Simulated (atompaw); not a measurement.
## Tm (Z = 69) PAW (atompaw): all-electron and pseudo phase curves

```
Element                 : Tm
Generator               : atompaw 4.2.0.5
Type                    : PAW
Functional              : LDA (PW92)
Relativity              : scalar-relativistic
Frozen core             : [Kr] 4d10 4f13
Valence charge          : 10
Reference configuration : 5s2 5p6 5d0 6s2 6p0
Partial waves           : 5s (bound): rc 1.45 bohr; 6s (bound): rc 2.90 bohr; 5p (bound): rc 1.90 bohr; 6p (bound, empty): rc 2.90 bohr; 5d (bound, empty): rc 2.90 bohr; 5d channel at 0.35 Ry: rc 2.90 bohr
Local potential         : bessel scheme, radius 2.45 bohr
Core correction         : smooth core density matched at 2.80 bohr
Augmentation charge     : sinc compensation charge, radius 2.40 bohr; PAW radius 2.90 bohr; waves and projectors: custom rrkj gramschmidtortho
```

The phase is arctan(r·u′/u) with u = r·R(r), unwrapped; energies in Ry, scanned from -6 to 5 Ry. A pole is an energy at which the radial function vanishes at the test radius. The pseudo phase is shifted by a multiple of π to meet the all-electron one at the reference energy, and phase errors are pseudo minus all-electron; the curves can meet again beyond the range given. Levels narrower than the energy grid can be missing from the lists of poles.

```csv
channel,radius (bohr),reference energy (Ry),"poles, all-electron","poles, pseudo",unbroken range about the reference energy with phases within 0.05 rad,phase error 1 Ry above the reference energy (rad)
s,2.91,-0.30,"-3.90, 2.14","-3.90, 1.84",below 2.3,-0.018
p,2.91,-0.09,"-1.88, 3.53","-1.88, 3.09",below 3.6,-0.044
d,2.91,-0.07,0.72,0.72,below 2.1,+0.001
```

Phases in the s channel:

```tsv
E (Ry)	all-electron	pseudo
-6.00	1.417	1.416
-5.52	1.408	1.407
-5.04	1.397	1.395
-4.56	1.380	1.378
-4.08	1.302	1.299
-3.60	-1.745	-1.747
-3.12	-1.780	-1.782
-2.64	-1.809	-1.812
-2.16	-1.846	-1.849
-1.68	-1.902	-1.905
-1.20	-1.996	-2.000
-0.72	-2.200	-2.203
-0.24	-2.821	-2.821
0.24	-3.959	-3.972
0.72	-4.407	-4.426
1.20	-4.571	-4.595
1.68	-4.657	-4.688
2.16	-4.714	-4.757
2.64	-4.759	-4.826
3.12	-4.802	-4.916
3.60	-4.848	-5.092
4.08	-4.909	-5.720
4.56	-5.005	-7.151
```
